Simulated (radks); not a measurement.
Question: Pr XL, configuration [Ar] 3d2. Method: non-relativistic Kohn-Sham, LDA (Slater exchange, Perdew-Wang correlation), spin-unpolarised, spherical densities, point nucleus; relativity is left out, which matters for an element this heavy; computed with a radial shooting solver on a logarithmic mesh with Libxc functionals. Some entries of the table are withheld. Estimate them.

orbital  occ.  eigenvalue (eV)  <r^2> (bohr^2)  <1/r> (bohr^-1)
1s          2        -41783.50       0.0008865            58.42
2s          2              (1)         0.01396            13.63
2p          6        -7948.718         0.01040            13.62
3s          2        -3086.982         0.08102            5.484
3p          6        -2966.288         0.07452            5.438
3d          2              (2)         0.05683            5.333
4s          0        -1590.683          0.2875            2.882
4p          0        -1538.804          0.2813            2.850

Answer: 
(1) 2s eigenvalue (eV): -8255.630
(2) 3d eigenvalue (eV): -2766.550
